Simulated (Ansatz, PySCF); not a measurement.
H5OSi2, doublet, at a GFN2-xTB geometry. Base run: CCSD(T)/6-31G* run with PySCF.

Input for PySCF:
```python
from pyscf import gto, scf, cc

mol = gto.M(
    atom='''
Si    1.543794   -0.434223    0.395011
O    -0.037105   -0.099175    0.235995
Si   -1.435658    0.415210   -0.393045
H     1.907439   -1.404017   -0.628423
H     2.276460    0.823697    0.364532
H    -1.243224    1.789971   -0.853745
H    -1.766848   -0.474389   -1.504866
H    -2.390882    0.324322    0.707005
''',
    basis='6-31g*',
    charge=0,
    spin=1,
    verbose=3,
)

mf = scf.UHF(mol)
mf.kernel()

mycc = cc.CCSD(mf)
mycc.kernel()
et = mycc.ccsd_t()
print('E(CCSD(T)) = %.10f' % (mycc.e_tot + et))
```

The same geometry, method and basis name were run in Ansatz (a program for electronic structure) and PySCF, at each program's defaults and at the settings that a row names. The base is PySCF at its defaults. Differences at the defaults can come from grids, fitting, cores and function types together.

| code and settings | ΔE vs base (mEh) | basis functions | E (Eh) | SCF cycles | SCF-reference dipole (D) |
|---|---|---|---|---|---|
| PySCF, defaults (exact integrals, spherical functions, all electrons correlated) | 0.000 | 60 | -656.00209 | 11 | 0.35 |
| Ansatz, defaults (factorised integrals, Cartesian functions, frozen core) | 10.784 | 63 | -655.99130 | - | - |
| PySCF, frozen core | 16.176 | 60 | -655.98591 | 11 | 0.35 |
| Ansatz, high accuracy, frozen core, Cartesian functions as the basis file defines them | 10.779 | 63 | -655.99131 | - | - |

Open shells are given as the SCF converged; they aren't shown to be the lowest states, and a large step between rows can be another state.
